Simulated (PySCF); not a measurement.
Isomers of C5H17NSi2, mass 147.090 u with the commonest isotopes. Method used: PBE0/pcSseg-1 in PySCF (dipole) on a GFN2-xTB geometry, gas phase. One conformer each, none proved a minimum here; rigid rotors.

Problem. Order these by rotational constant A, smallest first.
A. `[CH3:1][CH2:2][N:3]([CH3:4])[CH2:5][CH:6]([SiH3:7])[SiH3:8]` with C1–C2–N3–C4 69°, C2–N3–C5–C6 148°, N3–C5–C6–Si7 -159°
B. `[CH3:1][CH2:2][N:3]([SiH2:4][SiH3:5])[CH:6]([CH3:7])[CH3:8]` with C1–C2–N3–Si4 111°, C2–N3–Si4–Si5 -148°, C2–N3–C6–C7 112°
C. `[CH3:1][CH2:2][CH2:3][SiH2:4][CH2:5][N:6]([CH3:7])[SiH3:8]` with C1–C2–C3–Si4 -61°, C2–C3–Si4–C5 -161°, C3–Si4–C5–N6 159°, Si4–C5–N6–C7 67°

Solution. B (1641 MHz), A (2326 MHz), C (3540 MHz).

Problem. Order these by rotational constant C, largest first.
A. `[CH3:1][CH2:2][CH2:3][SiH2:4][CH2:5][N:6]([CH3:7])[SiH3:8]` with C1–C2–C3–Si4 -61°, C2–C3–Si4–C5 -161°, C3–Si4–C5–N6 159°, Si4–C5–N6–C7 67°
B. `[CH3:1][CH2:2][N:3]([SiH2:4][SiH3:5])[CH:6]([CH3:7])[CH3:8]` with C1–C2–N3–Si4 111°, C2–N3–Si4–Si5 -148°, C2–N3–C6–C7 112°
C. `[CH3:1][CH2:2][N:3]([CH3:4])[CH2:5][CH:6]([SiH3:7])[SiH3:8]` with C1–C2–N3–C4 69°, C2–N3–C5–C6 148°, N3–C5–C6–Si7 -159°

Solution. B (796.9 MHz), C (681.1 MHz), A (452.5 MHz).

Problem. Order these by radius of gyration √(Σ m r²/M), smallest first.
A. `[CH3:1][CH2:2][N:3]([CH3:4])[CH2:5][CH:6]([SiH3:7])[SiH3:8]` with C1–C2–N3–C4 69°, C2–N3–C5–C6 148°, N3–C5–C6–Si7 -159°
B. `[CH3:1][CH2:2][N:3]([SiH2:4][SiH3:5])[CH:6]([CH3:7])[CH3:8]` with C1–C2–N3–Si4 111°, C2–N3–Si4–Si5 -148°, C2–N3–C6–C7 112°
C. `[CH3:1][CH2:2][CH2:3][SiH2:4][CH2:5][N:6]([CH3:7])[SiH3:8]` with C1–C2–C3–Si4 -61°, C2–C3–Si4–C5 -161°, C3–Si4–C5–N6 159°, Si4–C5–N6–C7 67°

Solution. B (2.237 Å), A (2.360 Å), C (2.796 Å).

| SMILES | point group | Ia (u·Å²) | Ib (u·Å²) | Ic (u·Å²) | κ | μa (D) | μb (D) | μc (D) |
| --- | --- | --- | --- | --- | --- | --- | --- | --- |
| CCN([SiH2][SiH3])C(C)C | C1 | 307.95 | 529.95 | 634.16 | -0.63 | 1.34 | 0.62 | 0.03 |
| CCC[SiH2]CN(C)[SiH3] | C1 | 142.76 | 1040.80 | 1116.96 | -0.98 | 0.67 | 0.05 | 0.64 |
| CCN(C)CC([SiH3])[SiH3] | C1 | 217.24 | 678.89 | 742.02 | -0.92 | 1.71 | 1.63 | 0.40 |
